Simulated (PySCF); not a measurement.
Compound: C2H9ClFSi3 (doublet state).
Z-matrix (Å and degrees, GFN2-xTB geometry), rows numbered from 1:
```
C 
C   1  1.5145
F   2  1.4036  1  108.61
Si  2  1.9265  1  114.56  3   120.24
Si  4  2.3272  2  104.82  1  -155.99
Si  5  2.2856  4  114.42  2   -41.76
Cl  5  2.0794  4  106.85  2  -157.99
H   1  1.0870  2  110.15  3   -62.21
H   1  1.0888  2  111.11  3    58.01
H   1  1.0859  2  109.12  3   178.32
H   2  1.0961  1  109.77  3  -113.39
H   4  1.4696  2  104.83  1    78.75
H   4  1.4711  2  105.99  1   -32.09
H   5  1.4808  4  107.60  2    95.45
H   6  1.4627  5  118.13  4    55.96
H   6  1.4666  5  123.63  4  -165.62
```

The hyperfine couplings belong to this conformer and change with its torsions.

Identity: `C[C@@H](F)[SiH2][Si@H]([SiH2])Cl` [radical].

Theory: UKS B3LYP, pcH-1 on C Cl F H Si, non-relativistic, mean-field spin-orbit, GIAO in PySCF 2.14.0. Isolated species at its GFN2-xTB geometry (one conformer only). The geometry wasn't refined by DFT: couplings that depend on bond lengths, twists or pyramidal angles can differ widely from those at the functional's own minimum, by a factor of two or more for some ions and for spin on atoms past the first row. The SCF solution wasn't tested for stability.

Principal values of hyperfine tensors in MHz (contact, dipolar and spin–orbit terms together), for some of the nuclei:

| atom | isotope | A1 | A2 | A3 |
| --- | --- | --- | --- | --- |
| H14 | 1H | 77.52 | 79.65 | 82.60 |
| H15 | 1H | -23.87 | -10.77 | -4.80 |
| H16 | 1H | -19.71 | -6.76 | -0.82 |
| Si5 | 29Si | -15.56 | -7.28 | -2.22 |
| F3 | 19F | 5.50 | 5.94 | 13.45 |
| Cl7 | 35Cl | 0.71 | 1.55 | 2.73 |
| Si4 | 29Si | -1.93 | -1.45 | -1.14 |
| H13 | 1H | -1.45 | -1.37 | 0.26 |

(1) Give the isotropic coupling of each nucleus in MHz and in mT (g = 2.0038), and the anisotropic part.

(2) What spin density at the nucleus of H15 lies behind its contact coupling (g_N = 5.58569)?

(3) Si6 (29Si, g_N = -1.11058) isn't in the table. Its spin density at the nucleus is 0.3389 bohr⁻³. What is its contact coupling?

(4) In a single crystal, with the field along each principal axis of the tensor of H15 in turn, what first-order splitting does this nucleus give (isotropic g, quadrupole terms neglected)?

## Answers

(1) a_iso is a third of the trace, T = A − a_iso, and a(mT) = a(MHz)/(g × 13.996). The tensors hold a spin–orbit part: the run splits a_iso into a_FC + a_SO, and T includes its anisotropic share.

```csv
atom,a_iso (MHz),a_FC,a_SO,a_iso (mT),T1,T2,T3
H14,79.93,79.93,0.00,2.850,-2.40,-0.27,2.67
H15,-13.15,-13.18,0.03,-0.469,-10.72,2.38,8.35
H16,-9.09,-9.12,0.02,-0.324,-10.62,2.34,8.28
Si5,-8.36,-8.40,0.05,-0.298,-7.21,1.07,6.14
F3,8.30,8.29,0.00,0.296,-2.79,-2.36,5.15
Cl7,1.66,1.67,-0.01,0.059,-0.95,-0.12,1.07
Si4,-1.51,-1.50,0.00,-0.054,-0.43,0.06,0.37
H13,-0.85,-0.85,0.00,-0.030,-0.60,-0.52,1.11
```

(2) a_FC = 800.24 MHz bohr³ × g_N × ρ(0)/(2S). With a_FC = -13.18 MHz and 2S = 1, ρ(0) = -0.002948 bohr⁻³. In magnitude that is 0.9 % of the 1/π = 0.318 of a free hydrogen atom.

(3) By the same relation, a_FC = -301.1 MHz. The spin–orbit term adds +1.06 MHz. Its full tensor has the principal values -479.84, -210.86, -209.57 MHz.

(4) 2 lines (I = 1/2), spaced by |A_i|/(g × 13.996): 0.85, 0.38, 0.17 mT along the axes of A1, A2 and A3.

Hardware: one thread, Arm Neoverse V2 (aarch64), shared host with 96 logical CPUs at a one-minute load of 72. Cost: 2.5 min of wall time (with the writing of density and orbital grids), 1.1 GiB resident at most.
